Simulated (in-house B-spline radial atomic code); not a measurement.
The numbers below are computed, except where a source is named.
# Two electrons in InAs: a Gaussian well −V exp(−r²/w²) with V = 55.4 meV and w = 29.5 nm

For InAs the NSM archive of the Ioffe Institute lists m* = 0.023 m0 and ε = 15.15. In so narrow a gap the band flattens within tens of meV, so real spacings are smaller, by up to some tenths.

Effective-mass model with parabolic bands, a uniform dielectric constant, no image charges, no central-cell or spin-orbit terms. Two-electron levels come from full CI in B-splines with partial waves to l = 5 (up to 0.001 effective hartree above the limit).

Q: What are the effective units, and what is the potential in them?

A: Ha* = 27211.386 meV × 0.023/15.15² = 2.727 meV and a* = 0.0529177 nm × 15.15/0.023 = 34.86 nm. V = 20.3 Ha* and w = 0.845 a*.

In these units the lowest s and p orbitals lie at -10.3601 and -4.8036, and their Coulomb and exchange integrals are J_ss = 1.9164, J_sp = 1.4931 and K_sp = 0.2773. Full CI gives -18.8835 for the ground singlet, -13.9695 for the sp triplet, -13.4788 for the sp singlet and -10.8758 for the lowest triplet of two s orbitals.

Q: What does it cost to add the second electron, to first order and exactly?

A: To first order E = 2ε_s + J_ss = -18.8038, so the charging energy E(2) − 2E(1) is J_ss = 5.226 meV. CI gives -18.8835 − 2 × (-10.3601) = 1.8367, or 5.008 meV: relaxation and correlation lower it by 0.2175 meV, 4.2 % of J_ss. The s² configuration of one-electron orbitals holds 99.4 % of the state, and the mean radius is 17.1 nm. The second electron is bound by ε_s − E = 23.24 meV, against 28.25 meV for the first.

Q: How far above the singlet do the triplets lie?

A: To first order the sp triplet lies at ε_s + ε_p + J_sp − K_sp = -13.9479, which is 13.24 meV above 2ε_s + J_ss. CI gives -13.9695 − (-18.8835) = 4.9140, or 13.4 meV, 88 % of the orbital spacing of 15.15 meV. The ss triplet lies 21.84 meV up, so the lower of the two is the sp one, and its gap equals k_BT at 155 K. The sp singlet-triplet splitting is 1.338 meV, against 2K_sp = 1.512 meV.
